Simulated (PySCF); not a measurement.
# One molecule, several mistakes: BH4NO2

These are calculations, not measurements. The program is PySCF 2.14.0, an open-source quantum chemistry code, run on an isolated molecule that a program drew, which may never have been made. The molecule is BH4NO2 (charge 0, singlet), drawn as the SMILES string `NB(O)O`.

Each row is a Hartree-Fock (HF) and frozen-core CCSD(T) single point in the cc-pVDZ basis, meant for a local HF minimum. Run 1 is clean. Each other run has one planted mistake out of seven kinds, and not every kind appears here: one electron removed, one electron added, multiplicity raised by two, geometry at a saddle point, minimal basis STO-3G, one bond length entered in bohr, all coordinates scaled. The reference is restricted for singlets and unrestricted otherwise, and also for a bond in bohr. Adding or removing an electron swaps singlet and doublet. Electrons count all cores. HOMO and LUMO are orbital energies over both spins, the gradient is its largest component, and the lowest frequency (negative if imaginary) is given only where the gradient is small. Bond lengths are over the 7 bonds as drawn. T1 is the CCSD diagnostic: over 0.02 (restricted) or 0.045 (unrestricted) a single reference is doubtful.

Geometry of the clean run:
```xyz
8
BH4NO2, angstrom
N     0.2985   -0.6242   -2.5800
B    -0.1861    0.1539   -1.5078
O    -1.5166    0.4363   -1.3194
O     0.7073    0.6565   -0.6059
H    -0.2739   -1.0325   -3.2855
H     1.2730   -0.8087   -2.6844
H    -2.0916    0.0666   -1.9692
H     0.2788    1.1605    0.0688
```

| run | electrons | basis functions | <S^2> | HOMO (eV) | LUMO (eV) | gradient (hartree/bohr) | lowest frequency (cm^-1) | mean bond (Å) | longest bond (Å) | T1 | HF (hartree) | CCSD(T) (hartree) | mistake |
|---|---|---|---|---|---|---|---|---|---|---|---|---|---|
| 1 | 32 | 76 | 0.000 | -11.03 | 4.72 | 9.6e-06 | 175 | 1.1472 | 1.411 | 0.0113 | -231.36383 | -232.02584 | no fault |
| 2 | 32 | 76 | 0.000 | -11.00 | 4.55 | 3.5e-02 | - | 1.1828 | 1.454 | 0.0122 | -231.35565 | -232.02513 | all coordinates scaled |
| 3 | 31 | 76 | 0.760 | -18.71 | -7.11 | 1.2e-01 | - | 1.1472 | 1.411 | 0.0253 | -231.03760 | -231.66803 | one electron removed |
| 4 | 33 | 76 | 0.752 | 4.16 | 10.01 | 4.2e-02 | - | 1.1472 | 1.411 | 0.0266 | -231.19993 | -231.88392 | ? |

**Which mistake was planted in run 4, and what did it cost?**

It counts 33 electrons, one more than the clean run, at the same geometry and basis. So the mistake is: one electron added. Subtracting run 1 and multiplying by 627.51 kcal/mol a hartree, the energy moved by 102.8 kcal/mol in HF and 89.1 kcal/mol in CCSD(T).

Cautions from the logs. Run 4: the HOMO is above zero, so the electron isn't bound and the energy depends on the basis.
